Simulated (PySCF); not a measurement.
**Assigning NMR signals**

Numbering as in the mapped SMILES `[CH:1]#[C:2][C@@H:3]1[CH2:4][C@:5]1([SiH3:6])[CH:7]=[O:8]`. Hydrogens are named by the atom that carries them. Ha(C4) is cis to C2 on the ring; Hb(C4) is trans to C2 on the ring.

All values are calculated (PySCF 2.14.0 with density-fitted response routines): GFN2-xTB geometry, NMR shieldings at PBE0/pcSseg-1/GIAO. No solvent, non-relativistic Hamiltonian, equivalent nuclei averaged, one conformer.

Chemical shifts δ = σref − σ; TMS for 13C and 1H, all at this level.

**Question.** Assign these signals to the numbered atoms. 13C{1H} NMR (computed): δ 212.1, 86.3, 76.2, 26.4, 22.5, 15.1.

**Answer.** 
| δ (ppm) | atoms | environment | reason |
| --- | --- | --- | --- |
| 212.1 | C7 | aldehyde carbonyl carbon | the double bond to the heteroatom, with no lone-pair donor beside it, deshields it most |
| 86.3 | C2 | alkyne carbon | sp carbons lie upfield of alkene carbons because the cylindrical π system leaves one tensor component strongly shielded |
| 76.2 | C1 | terminal alkyne carbon | the triple bond shields along its axis, which puts it between sp3 and sp2 carbons |
| 26.4 | C5 | three-membered-ring carbon | carbons of three-membered rings are unusually shielded |
| 22.5 | C4 | three-membered-ring carbon | – |
| 15.1 | C3 | three-membered-ring carbon | – |

**Question.** Assign these signals to the numbered atoms. 1H NMR (500 MHz, computed): δ 9.53 (s, 1H), 3.82 (s, 3H), 1.99 (m, 1H), 1.61 (m, 1H), 1.50 (d, 1H), 1.33 (m, 1H).

**Answer.** 
9.53 → H(C7), hydrogen on an aldehyde carbonyl carbon: the C=O anisotropy and electron withdrawal place aldehyde protons far downfield
3.82 → H(Si6), hydrogen on a silicon bonded to C
1.99 → H(C3), hydrogen on a three-membered-ring carbon
1.61 → Ha(C4), hydrogen on a three-membered-ring carbon
1.50 → H(C1), hydrogen on a terminal alkyne carbon: it lies on the axis of the triple bond, in its shielding cone
1.33 → Hb(C4), hydrogen on a three-membered-ring carbon: cyclopropane-type protons are shielded by the ring

Ha(C4) and H(C1) lie closer than the usual error of such a calculation, so a measured spectrum could show them in the other order.

Shifts are as computed. Against solution values, carbons near 30 ppm lie about +3 ppm off and those near 130 ppm about +5 ppm. Of 1309 compounds with measured shifts, 239 miss one by over three times the rms of a fit or turn the order of signals round; such compounds aren't used in these exercises. Multiplicities follow the n + 1 count of equivalent neighbours, as no J values were calculated; m marks all less simple cases, F and P coupling included.
